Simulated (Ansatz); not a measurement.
methylammonium (SMILES C[NH3+]) at its CCSD(T)/cc-pVTZ minimum, average atomic masses, point group C3v.
(charge 1, multiplicity 1):
```xyz
8

C     -0.796     0.119    -0.015
N      0.697    -0.104     0.013
H     -1.222    -0.541    -0.765
H     -0.978     1.159    -0.268
H     -1.190    -0.113     0.971
H      0.924    -1.072     0.248
H      1.149     0.496     0.706
H      1.120     0.101    -0.895
```

Frozen-core correlation.

The values were computed with Ansatz (Gaussian orbitals). 

Harmonic frequencies (cm⁻¹): 292 910 910 951 1287 1287 1472 1512 1512 1532 1680 1680 3092 3201 3201 3418 3505 3505.

Task: Work out the rotational constants, the zero-point energy, and the ideal-gas entropy and heat capacity at 298.15 K and 1 bar (rigid rotor, harmonic oscillator).

Result: 
Principal moments 5.964, 25.174, 25.174 u Å² give 16.8576/I = 2.827, 0.6696, 0.6696 cm⁻¹. Zero point: Σω/2 = 17473 cm⁻¹ = 49.96 kcal/mol. Translation R(1.5 ln M + 2.5 ln T − 1.1517) with M = 32.066 u: 152.10 J/(mol K). Rotation with σ = 3: q = 1565.5, S = R(ln q + 3/2) = 73.63. Vibration, summed over R(u/(eᵘ − 1) − ln(1 − e⁻ᵘ)) with u = 1.43878ω/T: 8.19, of which the lowest mode gives 6.11. S° = 233.9 J/(mol K); C_p = 4R + 15.81 = 49.07 J/(mol K).

Ansatz is a first-principles code.
